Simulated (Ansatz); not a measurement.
Isolated molecules relaxed with PBE0-D4/def2-TZVP in Ansatz; ΔE leaves out vibrations. CBS: MP2 limit from def2 TZ/QZ plus the TZ coupled-cluster correction, frozen cores. This one scheme is used for every species. Functionals use def2-TZVPP. B3LYP here is the variant with VWN-RPA as its local correlation; programs differ in this.

`[SiH3]C1=CC1` + H₂O → `O[SiH3]` + `C1=CC1`  (formal hydrolysis of the Si–C bond)

| level | ΔE (kJ/mol) |
| --- | --- |
| LDA (SPW92) | -52.6 |
| PBE0-D4 | -51.3 |
| B3LYP | -64.0 |
| r2SCAN0 | -60.3 |

Question: What does CCSD(T)/CBS give? (An estimate is asked.)

Answer: Ansatz gave: -56.1 kJ/mol. The listed levels differ from it by 3.5, 4.8, -7.9, -4.2 kJ/mol.

Largest T1 diagnostic among the species: 0.011.

From PBE to PBE0 (25 % exact exchange), in def2-TZVPP and without D4, ΔE moves by −3.2 kJ/mol. The D4 term adds +6.1 kJ/mol with B3LYP and +3.5 kJ/mol with PBE0; it sums over pairs of atoms, weighted by their polarisabilities, and B3LYP, whose exchange is more repulsive, gets the larger term.
